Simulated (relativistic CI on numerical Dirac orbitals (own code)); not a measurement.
## Rh²⁺ (4d7) in a crystal field

Calculated by Dirac-Coulomb-Breit CI, orbitals from a KLI potential per configuration, a model potential for QED, valence Slater integrals scaled by 0.65, one configuration in a parametric crystal field (own radial code).

Field parameters in Wybourne normalisation: D4h B²₀ = −7Ds, B⁴₀ = 21(Dq − Dt), B⁴₄ = 21√(5/14) Dq; Oh B⁴₀ = 21Dq, B⁴₄ = √(5/14) B⁴₀. The field is a parameter set, without covalency.

S and J are read from ⟨S²⟩ = S(S + 1) and ⟨J²⟩ = J(J + 1) of each level; they are not fictitious spins.

Oh, 10Dq = 34600 cm⁻¹, the lowest 10 levels:

```
E (cm⁻¹)  Degeneracy  Irrep     S     J
     0.0           4     Γ8  0.51  3.94
   22052           2     Γ6  1.50  4.07
   22719           4     Γ8  1.49  3.68
   24008           2     Γ7  1.50  2.86
   24042           4     Γ8  1.50  2.95
   32319           4     Γ8  0.51  4.48
   33346           2     Γ6  0.51  4.81
   33377           4     Γ8  0.51  3.95
   33663           2     Γ7  0.50  3.74
   36925           4     Γ8  0.51  2.87
```

D4h, 10Dq = 23400, Ds = 1630, Dt = 640 cm⁻¹, the lowest 10 levels:

```csv
E (cm⁻¹),Degeneracy,Irrep,S,J
0.0,2,Γ6,0.52,3.97
9148,2,Γ7,0.63,3.93
11648,2,Γ6,1.49,4.06
11999,2,Γ7,1.49,3.66
13122,2,Γ6,1.49,3.79
14024,2,Γ6,1.49,3.14
14236,2,Γ7,1.48,3.05
14803,2,Γ7,1.43,3.25
16188,2,Γ7,0.54,3.96
17518,2,Γ6,0.53,3.75
```

Principal g values of the ground doublet: 2.01, 2.43, 2.43.

D4h, 10Dq = 19200, Ds = 1790, Dt = -240 cm⁻¹, the lowest 10 levels:

```csv
E (cm⁻¹),Degeneracy,Irrep,S,J
0.0,2,Γ6,0.54,3.97
5719,2,Γ7,0.55,3.96
8098,2,Γ7,1.50,3.47
8129,2,Γ6,1.48,3.68
13638,2,Γ6,1.47,3.90
14297,2,Γ6,1.49,3.51
14778,2,Γ7,1.49,3.23
15342,2,Γ7,1.48,3.14
17834,2,Γ6,0.56,4.65
19559,2,Γ7,0.54,3.88
```

Principal g values of the ground doublet: 2.01, 2.38, 2.38.

The free-ion ground term has S = 3/2. The field overcomes the spin-pairing energy for Oh, 10Dq = 34600 cm⁻¹; D4h, 10Dq = 23400, Ds = 1630, Dt = 640 cm⁻¹; D4h, 10Dq = 19200, Ds = 1790, Dt = -240 cm⁻¹, where the ground state has lower spin; these fields are assumed values.

Levels of this model without a field, named by their leading LS term (the scale mimics covalency, so terms lie below those of the real free ion): 4F_9/2 0, 4F_7/2 2061, 4F_5/2 3295, 4F_3/2 4056, 4P_3/2 9763, 4P_5/2 10070, 2G_9/2 10312, 4P_1/2 11334 cm⁻¹.
